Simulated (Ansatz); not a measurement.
Computed with Ansatz on PBE0-D4/def2-TZVP structures; ΔE is electronic, products minus reactants. CCSD(T)/CBS adds triple-zeta CCSD(T) − MP2 to the extrapolated MP2 energy (def2 sets, frozen cores). Functionals use def2-TZVPP. B3LYP here is the variant with VWN-RPA as its local correlation; programs differ in this. For Ge outer-core shells are correlated without core-valence functions, which leaves a few kJ/mol of doubt a bond. Scalar relativity is left out up to krypton. Each species was taken in one conformer, which may not be the lowest.

Reaction (redistribution): `[F][Ge][Cl]` + `[SH][GeH2][Cl]` → `[F][Ge][SH]` + `[Cl][GeH2][Cl]`

| level | ΔE (kcal/mol) | difference from CCSD(T)/CBS |
| --- | --- | --- |
| revPBE-D4 | 1.3 | 0.1 |
| B3LYP-D4 | 1.4 | 0.2 |
| ωB97M-V | 1.6 | 0.4 |
| r2SCAN | 0.7 | -0.5 |
| r2SCANh | 0.7 | -0.5 |
| BHLYP | 1.1 | -0.1 |
| CCSD/def2-TZVPP | 1.0 | -0.2 |
| HF/CBS(def2) | 0.9 | -0.3 |
| MP2/CBS(def2) | 1.3 | 0.1 |
| CCSD/CBS(def2) | 1.3 | 0.1 |
| CCSD(T)/CBS | 1.2 | 0 |

Largest T1 diagnostic among the species: 0.015.

Leaving LDA and LC-ωPBE aside and taking each functional with its dispersion term where it has one, the values, not all of them listed here, spread over 0.8 kcal/mol, from r2SCAN-D4 to ωB97M-V.
